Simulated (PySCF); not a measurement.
A small calculation by hand: chemical shift, span and skew from a shielding tensor

C₃H₆F₂Si, SMILES F/C=C\[SiH2]CF. Atoms are numbered in the order given.

```xyz
12

F      1.3859     1.5921     0.0000
C      0.1615     2.1458     0.0000
C     -0.9503     1.4170     0.0000
Si    -1.0271    -0.4563     0.0000
C      0.7086    -1.2262     0.0000
F      0.5554    -2.6102     0.0000
H      0.2213     3.2401     0.0000
H     -1.8811     1.9951     0.0000
H     -1.7663    -0.9251     1.2072
H     -1.7663    -0.9251    -1.2072
H      1.2905    -0.9266    -0.8882
H      1.2905    -0.9266     0.8882
```

The structure is a stationary point at ωB97X-D3(BJ)/def2-SVP. The structure was generated by enumeration; whether it is a known compound was not checked. Other conformers were not sampled.

GIAO shieldings from PySCF with PBE/pcSseg-1, non-relativistic, no solvent. The symmetric part of the tensor of C5 has the principal values 48.2, 69.6, 185.2 ppm. The same nucleus in TMS has σ = 182.0 ppm at this level (PySCF, at its B3LYP-D3(BJ)/def2-TZVP geometry).

Question: Work out the isotropic shielding, the ¹³C shift against TMS, the span and the skew.

Answer: 
σ(iso) = (σ11 + σ22 + σ33)/3 = 101.0 ppm. δ = σ(ref) − σ(iso) = 182.0 − (101.0) = 81.0 ppm.
Span Ω = σ33 − σ11 = 137.0 ppm. Skew κ = 3(σ(iso) − σ22)/Ω = 0.69. Tumbling in solution averages the tensor to δ; in a static solid the shielding alone would spread this spin-1/2 line over Ω.
